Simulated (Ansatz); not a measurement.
Complex (SMILES): F (HF) with [H][H] (H2), atoms 1 to 2 the first; geometry from B3LYP-D3(BJ)/def2-TZVP, monomers rigid:
```xyz
4

F     -0.0503     0.0090    -0.4113
H     -0.1533    -0.6305     0.2513
H     -0.6250    -2.1461     1.4219
H     -0.1185    -1.7955     1.8432
```

Basis-set convergence of the counterpoise-corrected interaction energy at HF with Ansatz (an electronic-structure program). All functions are spherical. No added dispersion term, no relativity. Functions are those of the species that has most. Reference: the value in aug-cc-pV5Z, -0.26 kcal/mol. Deviations are taken from unrounded values.

| basis | functions | counterpoise-corrected interaction energy (kcal/mol) | minus reference (kcal/mol) |
|---|---|---|---|
| STO-3G | 8 | 2.26 | 2.52 |
| 3-21G | 15 | 0.91 | 1.18 |
| 6-31G | 15 | 0.80 | 1.06 |
| pcseg-0 | 15 | 1.41 | 1.68 |
| pcseg-1 | 29 | 0.31 | 0.58 |
| def2-TZVP | 49 | 0.02 | 0.29 |
| 6-311++G(2d,2p) | 57 | -0.25 | 0.01 |
| def2-TZVPD | 67 | -0.14 | 0.12 |
| def2-TZVPP | 73 | -0.17 | 0.09 |
| 6-311++G(3df,3pd) | 93 | -0.25 | 0.01 |
| aug-cc-pVTZ | 115 | -0.26 | 0.01 |
| def2-QZVPP | 147 | -0.25 | 0.01 |
| pcseg-3 | 159 | -0.26 | 0.01 |

The smallest set listed that lies within 0.05 kcal/mol of the reference with all its larger relatives (same family, alike in diffuse functions; a set with none counts only in the reference's own line) is 6-311++G(2d,2p) (57 functions, 0.01 kcal/mol off). Inside, with no larger relative to test it: def2-QZVPP. (Relatives not listed, tested too: aug-cc-pVQZ 0.00, pcseg-4 0.00, aug-cc-pV5Z 0.00 kcal/mol.)
